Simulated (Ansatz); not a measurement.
Problem. Name a neutral molecule of B, Br with size of the dipole moment (ωB97M-V/def2-TZVPP) between 0.00 and 0.30 D and LUMO energy (ωB97M-V/def2-TZVPP) between -0.30 and 0.00 eV (Ansatz, PBE0-D4/def2-TZVP geometry).

Solution. `BrB(Br)Br` (0.00 D, -0.07 eV). Other molecules can fit too; these were computed, each in one conformer that needn't be the lowest.
